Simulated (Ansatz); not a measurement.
A structure relaxed at PBE-D4/def2-SVP in Ansatz, charge 0, singlet:

```
atom   x (Å)   y (Å)   z (Å)
 Al1   1.265   2.037  -2.440
 Al2   2.081  -1.938  -1.526
 Al3   3.295   0.840  -0.216
 Al4   3.333  -1.707   1.177
 Al5  -1.920  -0.493  -2.318
 Al6  -1.716   2.919  -1.658
 Al7   0.908   3.594  -0.367
 Al8  -3.392   1.539  -0.162
 Al9  -1.009  -3.051  -1.909
Al10   1.026  -3.371   0.894
Al11  -2.476  -1.284   0.877
Al12   0.490   0.143   0.469
Al13  -1.762   1.308   2.613
Al14   0.632  -0.255   3.596
Cl15  -3.514   3.869  -0.279
Cl16  -1.348  -2.088  -4.039
Cl17   1.754  -1.620   4.801
 P18   3.034   2.899  -1.174
 P19   4.204  -1.147  -1.002
 P20   0.025   4.077  -2.545
 P21  -3.249   1.371  -2.495
 P22   0.969  -4.020  -1.401
 P23  -3.014  -2.257  -1.143
 P24   0.503  -0.178  -1.946
 P25   2.423   0.396   1.891
 P26  -0.756   2.188   0.572
 P27  -0.403  -1.656   1.805
 P28   3.078  -3.899   1.604
 P29  -3.799   0.408   1.792
 P30  -0.663   1.374   4.527
```

Question: Give its formula.

Answer: Al14P13Cl3.

Question: Summarise the bond lengths by kind (pairs closer than 1.2 times the sum of covalent radii, bridged metal pairs left out).

Answer: 41 × Al–P 2.21 to 2.56 Å; 5 × Al–Cl 2.14 to 2.46 Å.

Single mean-field runs in def2-SVP are fitted with def2-universal-jkfit. The restricted singlet is unstable towards broken spin symmetry in Hartree–Fock (as tested in another run); at PBE-D4/def2-SVP this wasn't settled. Another isomer (singlet) lies 1.11 eV lower at PBE0-D4/def2-TZVP; other spin states weren't run for this one.
